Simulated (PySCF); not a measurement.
# Structure from NMR data

Molecular formula: C₈H₁₆. Simulated spectra:

¹H NMR (500 MHz, computed): δ 1.51 (m, 4H), 0.97 (m, 2H), 0.91 (m, 6H), 0.80 (m, 4H).

¹³C{¹H} NMR (computed): δ 36.9 (4C), 34.0 (2C), 24.4 (2C).

Computational details: PBE0-D3(BJ)/def2-SVP geometry, B97-2/pcSseg-1 with gauge-including orbitals, in PySCF 2.14.0 with density-fitted response routines (isolated molecule, fast rotation and ring inversion assumed for equivalent nuclei, one computed conformer, relativity neglected).

References, each an isolated molecule treated in the same way: TMS for ¹H (σref 31.38) and ¹³C (σref 183.69).

Propose a structure and justify it.

Results:


1. Rings plus π bonds: 1 (1 ring in the answer).
2. 3 carbon signals for 8 carbons: some carbons are equivalent by symmetry or fast rotation.
3. Carbon types of the structure: 2 × CH, 4 × CH2, 2 × CH3, which accounts for all hydrogens.
4. δC 36.9: sp3 CH2 in a ring; aliphatic region, no heteroatom directly attached.
5. δC 34.0: sp3 CH in a ring; a saturated carbon with 3 carbon neighbours and no heteroatom attached.
6. δC 24.4: methyl carbon; a saturated carbon with 1 carbon neighbour and no heteroatom attached.
7. δH 1.51, 0.80: hydrogen on an sp3 CH2 in a ring; far from electronegative atoms and π systems.
8. δH 0.97: hydrogen on an sp3 CH in a ring; far from electronegative atoms and π systems.
9. δH 0.91: hydrogen on a methyl carbon; far from electronegative atoms and π systems.

The compound is trans-1,4-dimethylcyclohexane (SMILES C[C@H]1CC[C@H](C)CC1).

The data come from this structure; uniqueness wasn't tested.

Shifts are as computed. Against solution values, carbons near 30 ppm lie about +1 ppm off and those near 130 ppm about +2 ppm. Of 1211 compounds with measured shifts, 218 miss one by over three times the rms of a fit or turn the order of signals round; such compounds aren't used in these exercises. No couplings were computed; multiplicities are counted from neighbouring protons, with m where these are inequivalent, close in shift, in a saturated or five-membered ring or joined by F or P, and br s for small geminal =CH2 splittings.
